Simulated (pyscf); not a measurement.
PySCF, gas phase, ωB97X-D3(BJ)/def2-SVP geometries.

**Question.** How much does it cost (ΔH, 298 K, ωB97M-D3(BJ)/def2-TZVP) to split H₂N–SiH₂–NH–SiH(NH₂)–NH₂ at its N–Si bond into H₂N–SiH₂• + •HN–SiH(NH₂)–NH₂?

**Answer.** N–Si to H₂N–SiH₂• + •HN–SiH(NH₂)–NH₂: 4.89 eV. The 7 functionals that were run give +4.45 (PBE) to +4.93 eV (ωB97X-D3(BJ)). •HN–SiH(NH₂)–NH₂ lies 0.71 eV over its isomer H₂N–Si•(NH₂)–NH₂, and others may lie lower still (electronic energy, ωB97M-D3(BJ)). Other isomers of H₂N–SiH₂• were not searched in full and may lie lower.
